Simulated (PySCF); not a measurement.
SrCl, SMILES [Cl][Sr], multiplicity 2.

Geometry: B3LYP-D3(BJ)/def2-TZVPD. The multiplicity is an assumed one; other spin states were not compared. The def2 effective core potentials stand for the cores of Sr; spin–orbit coupling is left out.

Computed with B3LYP-D3(BJ)/def2-TZVPD run with PySCF 2.14.0.

Frequencies are harmonic and unscaled.

```tsv
mode	ν (cm⁻¹)	IR (km/mol)	moving atoms (share of kinetic energy)
1	289	45.4	Cl 71 %, Sr 29 %
```
